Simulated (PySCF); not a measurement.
CH6GeO4. Atoms are numbered in the order given.

```xyz
12

C      2.4095    -0.4828    -0.0956
O      1.4033     0.4985     0.0915
Ge    -0.3046     0.0721     0.0110
O     -0.9244    -0.8887     1.3574
O     -1.1777     1.6044     0.0190
O     -0.5120    -0.9221    -1.4323
H      2.2281    -1.0940    -0.9967
H      2.4841    -1.1599     0.7750
H      3.3741     0.0358    -0.2116
H     -1.1775    -0.3343     2.1084
H     -0.6542     2.3124    -0.3818
H     -1.2785    -1.5069    -1.3579
```
Charge 0, spin multiplicity 1.

The structure is a stationary point at B3LYP-D3(BJ)/def2-SVP. One conformer was computed; it need not be the lowest.

Computed with PySCF with PBE/def2-TZVP.

Atomic charges (e):

```tsv
atom	Löwdin	Mulliken
C1	-0.38	-0.22
O2	-0.01	-0.34
Ge3	0.15	0.75
O4	-0.20	-0.50
O5	-0.20	-0.50
O6	-0.19	-0.51
H7	0.11	0.13
H8	0.10	0.12
H9	0.11	0.12
H10	0.17	0.32
H11	0.17	0.32
H12	0.17	0.32
```
